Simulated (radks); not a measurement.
Problem. These are the eigenvalues of the occupied orbitals of an atom or ion with whole-number occupations (hartree). All-electron calculation, Dirac Kohn-Sham, PBE, spin-unpolarised, spherical densities, finite nucleus; Fermi nuclear charge, rms radius of each element as measured or else 0.836 A^(1/3) + 0.57 fm. Program: a radial shooting solver on a logarithmic mesh with Libxc functionals.

| orbital | eigenvalue |
|---|---|
| 1s1/2 | -1558.721 |
| 2s1/2 | -350.0375 |
| 2p1/2 | -339.9609 |
| 2p3/2 | -323.8281 |

Which element is it, and in what charge state? The configuration may be excited. Open shells, if any, are shared by 2j + 1.

Solution. Z = 57, lanthanum, charge +48: La48+ in [He] 2s2 2p5. The list shows which subshells hold electrons but not how many an open one holds; the 1s level, -1558.7 hartree, gives Z - s = 55.8 by -(Z - s)^2/2, which with screening and relativity narrows Z to a few neighbours, and the depths of the outer levels then fix element, charge and occupations together.
